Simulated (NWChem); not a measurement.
System: SiH2SO, singlet; SMILES S[Si]O

Input file for NWChem:

```
start job
memory heap 200 mb stack 900 mb global 1100 mb
geometry units angstroms noautoz
  Si    -0.691607    -0.698668     0.000000
  O      0.693108    -1.623579     0.000000
  H      1.580071    -1.229143     0.000000
  S      0.207022     1.312282     0.000000
  H     -0.955040     1.999747     0.000000
end
basis spherical
  * library def2-tzvpp
end
dft
  xc hfexch
  iterations 150
  mulliken
end
task dft energy
```

Low-valent species are run as closed-shell singlets; no triplet was tried in these runs. The geometry was optimised at B3LYP/6-31G* (spherical d).

**Question.** Give the results of this calculation. (Hartree-Fock/def2-TZVPP.) Quantities: basis functions; energy (Ha); highest occupied level (eV); orbital gap (eV); dipole (D).

**Answer.** 
```
Item                          Result
---------------------------  -------
number of basis functions        143
energy (Ha)                  -762.60
highest occupied level (eV)    -9.41
orbital gap (eV)               10.71
dipole (D)                      0.54
```
